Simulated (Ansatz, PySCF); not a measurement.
Be, singlet. Base run: WB97X/6-311G** in PySCF.

PySCF was given this input:
```python
from pyscf import gto, scf, dft

mol = gto.M(
    atom='''
Be    0.00000000    0.00000000    0.00000000
''',
    basis='6-311g**',
    verbose=4,
)

mf = dft.RKS(mol)
mf.xc = 'wb97x'
mf.kernel()
```

The same geometry, method and basis name were run in Ansatz (a first-principles code) and PySCF, at each program's defaults and at the settings that a row names. The base is PySCF at its defaults. Differences at the defaults can come from grids, fitting, cores and function types together.

```json
[
 {"code and settings": "PySCF, defaults (exact integrals, its default grid, spherical functions)", "ΔE vs base (mEh)": "0.000", "basis functions": "18", "E (Eh)": "-14.66136", "SCF cycles": "5"},
 {"code and settings": "Ansatz, defaults (factorised integrals, its default grid, spherical functions)", "ΔE vs base (mEh)": "0.000", "basis functions": "18", "E (Eh)": "-14.66136", "SCF cycles": "-"},
 {"code and settings": "PySCF, density fitting with def2-universal-jkfit", "ΔE vs base (mEh)": "-0.009", "basis functions": "18", "E (Eh)": "-14.66137", "SCF cycles": "5"},
 {"code and settings": "PySCF, fine grid", "ΔE vs base (mEh)": "0.000", "basis functions": "18", "E (Eh)": "-14.66136", "SCF cycles": "5"},
 {"code and settings": "Ansatz, high accuracy", "ΔE vs base (mEh)": "0.000", "basis functions": "18", "E (Eh)": "-14.66136", "SCF cycles": "-"}
]
```
